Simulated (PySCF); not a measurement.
Isomers of C8H14.

All values: wB97X-D/def2-SVPD (PySCF) at PBE0-D3(BJ)/def2-SVP geometries, gas phase, one conformer each. Core orbitals are frozen in the response; Δα² is half the sum of the squared differences of the principal polarisabilities.

**Question.** Rank by vertical ionisation energy (ΔSCF), highest first.
A. `[CH2:1]1[CH2:2][CH2:3][C@H:4]2[CH2:5][CH2:6][C@H:7]2[CH2:8]1` with C8–C1–C2–C3 62°, C1–C2–C3–C4 -50°, C2–C3–C4–C5 -71°, C3–C4–C5–C6 145°
B. `[CH2:1]1[CH2:2][CH2:3][C:4]2([CH2:5][CH2:6]1)[CH2:7][CH2:8]2` with C6–C1–C2–C3 -55°, C1–C2–C3–C4 54°, C2–C3–C4–C5 -54°, C3–C4–C5–C6 54° (spiro(2.5)octane)
C. `[CH2:1]=[CH:2][C@H:3]([CH3:4])[CH:5]1[CH2:6][CH2:7][CH2:8]1` with C1–C2–C3–C4 -122°, C2–C3–C5–C6 -65°, C3–C5–C6–C7 -141°, C5–C6–C7–C8 19°, C6–C7–C8–C5 -19°, C3–C5–C8–C7 141°

**Answer.** A (9.81 eV), B (9.47 eV), C (9.34 eV).

All values together:

```tsv
SMILES	μ (D)	HOMO (eV)	LUMO (eV)	α (Å³)	Δα (Å³)	ΔSCF removal energy (eV)
C=CC1CCCCC1	0.51	-9.15	2.19	14.01	4.48	9.33
C1CCC2(CC1)CC2	0.21	-9.37	2.41	13.29	2.26	9.47
C=C[C@H](C)C1CCC1	0.35	-9.18	2.13	14.06	3.60	9.34
C1CC[C@H]2CC[C@H]2C1	0.14	-9.71	2.45	13.11	2.06	9.81
```

Conformers: `[CH2:1]=[CH:2][CH:3]1[CH2:4][CH2:5][CH2:6][CH2:7][CH2:8]1` with C1–C2–C3–C4 -118°, C2–C3–C4–C5 -178°, C3–C4–C5–C6 55°, C4–C5–C6–C7 -55°, C5–C6–C7–C8 55°; `[CH2:1]1[CH2:2][CH2:3][C:4]2([CH2:5][CH2:6]1)[CH2:7][CH2:8]2` with C6–C1–C2–C3 -55°, C1–C2–C3–C4 54°, C2–C3–C4–C5 -54°, C3–C4–C5–C6 54°; `[CH2:1]=[CH:2][C@H:3]([CH3:4])[CH:5]1[CH2:6][CH2:7][CH2:8]1` with C1–C2–C3–C4 -122°, C2–C3–C5–C6 -65°, C3–C5–C6–C7 -141°, C5–C6–C7–C8 19°, C6–C7–C8–C5 -19°, C3–C5–C8–C7 141°; `[CH2:1]1[CH2:2][CH2:3][C@H:4]2[CH2:5][CH2:6][C@H:7]2[CH2:8]1` with C8–C1–C2–C3 62°, C1–C2–C3–C4 -50°, C2–C3–C4–C5 -71°, C3–C4–C5–C6 145°.
